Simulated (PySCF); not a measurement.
# TaO(OH)3 at several levels of theory

Computed with PySCF 2.14.0 (density fitting, no spin-orbit coupling) at the geometry relaxed with PBE:

```xyz
8
TaO(OH)3 (singlet)
Ta   -0.3400    0.0000    0.1743
O     0.5561    0.0000    1.6702
O     0.1506    1.5789   -0.8137
H     0.8015    2.2665   -0.5952
O    -2.2261    0.0000    0.5693
H    -2.6950    0.0000    1.4199
O     0.1506   -1.5789   -0.8137
H     0.8015   -2.2665   -0.5952
```

```json
{"level": "PBE", "basis": "Ta def2-SVP with ECP60, O def2-SVP, H def2-SVP", "state": "singlet", "HOMO (eV)": "-7.44", "gap (eV)": "6.40", "charge on Ta1 (e)": "0.85", "dipole about the centre of mass (D)": "0.12", "largest force component (eV/Å)": "0.02"}
{"level": "TPSSh", "basis": "the same", "state": "singlet", "HOMO (eV)": "-8.24", "gap (eV)": "7.62", "charge on Ta1 (e)": "1.07", "dipole about the centre of mass (D)": "0.09", "largest force component (eV/Å)": "0.32"}
{"level": "B3LYP", "basis": "the same", "state": "singlet", "HOMO (eV)": "-8.86", "gap (eV)": "8.36", "charge on Ta1 (e)": "1.03", "dipole about the centre of mass (D)": "0.09", "largest force component (eV/Å)": "0.40"}
{"level": "M06-L", "basis": "the same", "state": "singlet", "HOMO (eV)": "-7.80", "gap (eV)": "6.94", "charge on Ta1 (e)": "1.28", "dipole about the centre of mass (D)": "0.16", "largest force component (eV/Å)": "0.49"}
{"level": "PBE", "basis": "Ta x2c-SVPall, O x2c-SVPall, H x2c-SVPall", "state": "singlet", "HOMO (eV)": "-7.55", "gap (eV)": "6.21", "charge on Ta1 (e)": "0.80", "dipole about the centre of mass (D)": "0.15", "largest force component (eV/Å)": "0.73"}
```

Charges are Mulliken's, which hang on the basis. The relaxation used the grid (50, 194), these runs (75, 302) or, all-electron (x2c bases, spin-free X2C Hamiltonian), (99, 590).

**Question.** What does wB97X with Ta def2-SVP with ECP60, O def2-SVP, H def2-SVP give here?

**Answer.** state singlet, HOMO (eV) -11.65, gap (eV) 13.36, charge on Ta1 (e) 1.10, dipole about the centre of mass (D) 0.07, largest force component (eV/Å) 1.14. Time: 12 s on 2 threads of Intel(R) Xeon(R) Platinum 8259CL CPU @ 2.50GHz (Skylake/Cascade Lake), with other jobs on the host, from an already converged density.

In the first row's basis the gap widens with exact exchange: 6.4 to 6.9 eV for PBE, M06-L (none); 7.6 to 8.4 eV for TPSSh, B3LYP (a fixed share); 13.4 eV for wB97X (rising or full at long range).

No other spin state of this charge was computed.
